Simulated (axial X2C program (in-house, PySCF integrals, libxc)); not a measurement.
# Low determinants of NaBr⁺ at the PBE0 level, with spin–orbit coupling

Calculated with an in-house all-electron X2C program for linear molecules (integrals from PySCF). Two-component (2c) means X2C with spin–orbit coupling and atomic mean-field two-electron Coulomb and Gaunt terms. Basis: Br dyall-cv3z [8s9p6d4f1g], Na dyall-cv3z [9s8p5d2f] (cores contracted in-house); Gaussian nuclei, density fitting, unrestricted open shells. Masses: Br 78.918 u, Na 22.990 u.

Search at 2.922 Å (vertical energies from the lowest determinant):

```tsv
ΔE (eV)	state	electrons beyond evenly filled partner blocks	electrons in ±ω = 1/2, 3/2, 5/2, 7/2
0.00	Ω = 3/2	ω = 3/2	32 11 2 0
0.24	Ω = 1/2	ω = 1/2	31 12 2 0
7.35	Ω = 5/2	2 × ω = 1/2, ω = 3/2	32 11 2 0
7.37	Ω = 1/2	2 × ω = -1/2, ω = 3/2	32 11 2 0
```

Lowest determinant, Ω = 3/2 (⟨Sz⟩ = 0.50, ⟨Lz⟩ = 1.00 at PBE0): Re = 2.899 Å, ωe = 145.7 cm⁻¹.

The determinant in row 2 of the search, Ω = 1/2 (⟨Sz⟩ = -0.36, ⟨Lz⟩ = 0.86 at PBE0), was followed along the bond at PBE0; measured from the minimum of the lowest determinant it gives:

Te = 0.236 eV (1905 cm⁻¹), Re = 2.924 Å, ωe = 134.3 cm⁻¹.

Problem. Compare the bond of the determinant in row 2 with that of the lowest one.

Solution. At PBE0 its Re is 0.025 Å longer and its force constant, which goes as ωe², is 0.85 times that of the lowest determinant. T0 ≈ Te + Δωe/2 = 1905 + (-6) = 1899 cm⁻¹.

The search compares states at one distance, so a state with another bond length can lie lower; it is not exhaustive and yields mostly the lowest determinant of each block pattern, so other components and higher states of one pattern are missing. These are energies of single determinants, not of spin-adapted states; PBE0 term energies can be off by some tenths of an eV, and the functional has no current term. The lowest determinant need not be the ground state where others lie within half an eV.
